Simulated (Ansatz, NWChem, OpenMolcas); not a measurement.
# Worked example: InHCl2 + MgH → InHCl + MgHCl

Species: InHCl2 `[Cl][InH][Cl]`, singlet; MgH, doublet; InHCl `[Cl][InH]`, doublet; MgHCl `[MgH][Cl]`, singlet. A radical takes Cl: the energy is the difference in strength between the In–Cl bond broken and the Mg–Cl bond made.

Shapes, held fixed at every level: PBE0-D4/def2-TZVP. Programs: Ansatz 0.2.0, NWChem 7.3.0, OpenMolcas 26.06. A level may come from different programs for different species; with the same settings they agree closely. The zero-point and thermal change to 298 K, harmonic and unscaled (PBE0-D4/def2-TZVP), is -0.6 kJ/mol.

At CCSD(T)/def2-TZVPP; 1 Eh = 2625.50 kJ/mol:

| species | energy (Eh) |
| --- | --- |
| InHCl2 | -1109.633510 |
| MgH | -200.357447 |
| InHCl | -649.823423 |
| MgHCl | -660.200097 |

Problem. Work out ΔH(298 K) of the reaction at this level.

Solution. 
1. Products less reactants: (-649.823423) + (-660.200097) − [(-1109.633510) + (-200.357447)] = -0.032563 Eh = -85.5 kJ/mol.
2. With the thermal change: -85.5 + (-0.6) = -86.1 kJ/mol.

Other levels give -98.2 (PBE0/def2-SVP) to -81.4 kJ/mol (MP2/def2-TZVPP). No measured value is set beside it here. Open shells run unrestricted. For atoms past krypton def2 sets carry core potentials with scalar relativity. Outer-core shells of In, Mg are correlated, in sets that cover them unevenly.
